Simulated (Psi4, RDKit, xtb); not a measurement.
Internal rotation in H7NSSi2, SMILES [SiH2](N)[SiH2]S, singlet. Scanned: dihedral H5–N1–Si2–Si3; all other coordinates were relaxed at B3LYP-D3(BJ)/def2-SVP. Heavy atoms are numbered in the order of the SMILES N[SiH2][SiH2]S, hydrogens after them in the order of the atoms that carry them; the mirror image has the same energies with the sign of each dihedral reversed.

Levels: MMFF94 // B3LYP-D3(BJ)/def2-SVP (RDKit); GFN1-xTB // B3LYP-D3(BJ)/def2-SVP (xtb); UFF // B3LYP-D3(BJ)/def2-SVP (RDKit); MP2/cc-pVTZ = DF-MP2 (frozen core)/cc-pVTZ // B3LYP-D3(BJ)/def2-SVP (Psi4).

Energies relative to the lowest point of each profile, in eV; the last columns give the difference from MP2:

```csv
φ / °,MMFF94,GFN1-xTB,UFF,MP2/cc-pVTZ,MMFF94 − MP2/cc-pVTZ,GFN1-xTB − MP2/cc-pVTZ,UFF − MP2/cc-pVTZ
-150,0.075,0.032,0.117,0.008,0.067,0.024,0.108
-120,0.115,0.009,0.237,0.035,0.080,-0.026,0.202
-90,0.003,0.109,0.006,0.035,-0.032,0.074,-0.029
-60,0.037,0.062,0.030,0.000,0.037,0.062,0.030
-30,0.137,0.025,0.168,0.017,0.119,0.008,0.151
0,0.177,0.000,0.241,0.047,0.130,-0.047,0.195
30,0.134,0.026,0.163,0.017,0.116,0.009,0.146
60,0.036,0.061,0.031,0.000,0.036,0.061,0.031
90,0.000,0.111,0.002,0.035,-0.035,0.076,-0.032
120,0.116,0.009,0.237,0.035,0.081,-0.026,0.202
150,0.074,0.032,0.115,0.009,0.065,0.024,0.106
180,0.040,0.081,0.000,0.004,0.036,0.078,-0.004
```

MMFF94 is furthest from MP2/cc-pVTZ at 0 (0.130 eV, above); its mean absolute difference over the points is 0.070 eV.

GFN1-xTB is furthest from MP2/cc-pVTZ at 180 (0.078 eV, above); its mean absolute difference over the points is 0.043 eV.

UFF is furthest from MP2/cc-pVTZ at -120 (0.202 eV, above); its mean absolute difference over the points is 0.103 eV.

MMFF94 has few fitted parameters for silicon.
